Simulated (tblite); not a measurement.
Compound: C8H18N2.
Structure used (GFN2-xTB), in Å, numbered top down from 1:
```
atom  x, y, z in Å
C1    -2.8168    0.9929   -1.1698
C2    -1.3798    0.9337   -0.6691
C3    -1.0930   -0.1202    0.4136
C4    -1.4863   -1.5302   -0.0554
C5    -1.8197    0.2090    1.7185
N6     0.3386   -0.0188    0.7035
N7     1.1640   -0.3113   -0.4096
C8     2.3942    0.4120   -0.3564
C9     3.6197   -0.1281    0.3371
C10    3.5608   -0.0543   -1.1637
H11   -3.5088    1.2265   -0.3644
H12   -3.1159    0.0518   -1.6238
H13   -2.9043    1.7720   -1.9241
H14   -0.7126    0.7250   -1.5067
H15   -1.0972    1.9052   -0.2603
H16   -2.5664   -1.6298   -0.1094
H17   -1.1143   -2.2755    0.6478
H18   -1.0651   -1.7337   -1.0371
H19   -1.5758   -0.5245    2.4853
H20   -1.5191    1.1912    2.0728
H21   -2.8952    0.1996    1.5694
H22    0.5750   -0.5830    1.5222
H23    1.3420   -1.3116   -0.5235
H24    2.2061    1.4756   -0.2840
H25    4.2649    0.5572    0.8642
H26    3.5620   -1.1067    0.7921
H27    3.4590   -0.9796   -1.7114
H28    4.1631    0.6829   -1.6709
```

Computed with GFN2-xTB (tblite): harmonic, unscaled wavenumbers at the GFN2-xTB geometry, gas phase. This tight-binding method is rough: wavenumbers can miss measured ones by several per cent, in bad cases by 10 to 20. One conformer, not necessarily the lowest.

Harmonic wavenumbers (cm⁻¹): 44.0, 48.5, 60.0, 89.5, 165.3, 186.5, 224.4, 234.4, 260.3, 276.4, 301.6, 345.6, 392.9, 418.4, 436.4, 494.2, 537.8, 767.4, 776.1, 796.6, 813.4, 842.6, 861.3, 897.5, 943.2, 947.0, 959.9, 967.4, 994.9, 1019.9, 1053.9, 1054.5, 1055.8, 1080.2, 1090.2, 1104.1, 1133.8, 1152.5, 1186.4, 1205.0, 1212.1, 1235.4, 1246.7, 1285.7, 1322.1, 1343.8, 1384.3, 1392.7, 1408.2, 1412.9, 1436.4, 1439.4, 1486.9, 1487.7, 1491.6, 1495.1, 1503.5, 1508.3, 1514.6, 1519.2, 2985.4, 2999.4, 3003.1, 3016.9, 3029.4, 3036.9, 3037.9, 3044.1, 3046.3, 3049.5, 3053.9, 3054.5, 3075.4, 3085.9, 3095.1, 3109.6, 3220.6, 3232.5.

A = 2535, B = 640.7, C = 597.0 MHz; mass 142.147 u (most abundant isotopes); point group C1, symmetry number 1.

Question: Zero-point energy?

Answer: ½Σν̃ = 55261 cm⁻¹ = 661.07 kJ/mol.

Question: What is S at 400 K and 1 bar for an ideal gas of classical rigid rotors and harmonic oscillators?

Answer: Translation 176.78, rotation 129.95, vibration 223.03: S = 529.8 J/(mol K).

Question: And Cp and H(400 K) − H(0)?

Answer: Cp = 264.54 J/(mol K), of which vibrations give 231.28 (their classical limit is 78 R = 648.5); H(400 K) − H(0) = 59.08 kJ/mol without the zero-point energy, 45.77 from vibrations.

Question: How do the functions run with temperature in this model?

Answer: 
| T (K) | S (J/(mol K)) | Cp (J/(mol K)) | H − H(0) (kJ/mol) | G − H(0) (kJ/mol) | ln q(vib) |
| --- | --- | --- | --- | --- | --- |
| 150 | 355.1 | 120.4 | 11.63 | -41.63 | 4.41 |
| 250 | 428.6 | 173.4 | 26.25 | -80.90 | 7.91 |
| 298.15 | 461.6 | 202.2 | 35.29 | -102.33 | 9.56 |
| 600 | 657.4 | 365.9 | 122.70 | -271.72 | 19.95 |
| 900 | 826.2 | 465.7 | 248.65 | -494.95 | 30.01 |

q(vib) and H(0) count from the zero-point level.

Question: Which modes carry the vibrational entropy at 400 K?

Answer: 44.0 cm⁻¹: 23.65; 48.5 cm⁻¹: 22.84; 60.0 cm⁻¹: 21.08; 89.5 cm⁻¹: 17.77; 165.3 cm⁻¹: 12.76; 186.5 cm⁻¹: 11.79 J/(mol K); the other 72 give 113.14 together.

Question: Blend soft modes into free rotors: weight 1/[1 + (100 cm⁻¹/ν̃)⁴] for the oscillator and the rest for a rotor with moment μB/(μ + B), μ = h/(8π²ν), B = 10⁻⁴⁴ kg m². What vibrational entropy results?

Answer: 201.97 J/(mol K) in place of 223.03, which changes −T·S at 400 K by +8.43 kJ/mol.

Question: What must be added to the electronic energy to get the Gibbs energy at 400 K and 1 bar?

Answer: ZPE + [H(400 K) − H(0)] − T·S = 661.07 + 59.08 − 211.91 = 508.24 kJ/mol.

Hindered rotation and anharmonicity are outside this model. Other conformers, if any are populated, would add a mixing term that is left out. The structure is chiral; the term R ln 2 for an equal mix with its mirror image is left out.

On one thread of an Arm Neoverse N1, shared host with 64 logical CPUs at a one-minute load of 50, this took 2.3 s wall. This covers the Hessian and the dipole derivatives.
